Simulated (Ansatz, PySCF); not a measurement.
Potential energy curve for GaSi (cation, charge +1), lowest triplet found (which spin is the ground state isn't settled by this scan).

- ROHF/aug-cc-pVDZ (Ansatz, a quantum-chemistry and plane-wave program)
- UMP2 = MP2 on UHF/aug-cc-pVDZ, cores with 3d frozen run with Ansatz
- UMP2/6-31G* = unrestricted MP2 (frozen core)/6-31G*, spherical d run with PySCF

Total energies in hartree (comparable only within one method and basis):

| R / Å | ROHF | UMP2 | UMP2/6-31G* |
|---|---|---|---|
| 2.53 | -2211.84004 | -2211.92604 | -2211.83248 |
| 2.65 | -2211.84598 | -2211.93072 | -2211.83622 |
| 2.80 | -2211.85057 | -2211.93365 | -2211.83807 |
| 2.95 | -2211.85298 | -2211.93454 | -2211.83794 |
| 3.14 | -2211.85401 | -2211.93400 | -2211.83619 |
| 3.41 | -2211.85327 | -2211.93164 | -2211.83249 |
| 3.73 | -2211.85093 | -2211.92804 | -2211.82795 |
| 4.09 | -2211.84785 | -2211.92402 | -2211.82355 |
| 4.62 | -2211.84388 | -2211.91916 | -2211.81875 |
| 5.08 | -2211.84139 | -2211.91624 | -2211.81600 |
| 5.77 | -2211.83912 | -2211.91366 | -2211.81361 |
| 6.77 | -2211.83753 | -2211.91195 | -2211.81211 |
| 7.91 | -2211.83674 | -2211.91113 | -2211.81148 |

The scan ran from 1.66 to 7.91 Å; beyond the distances shown full CI changes its symmetry label.
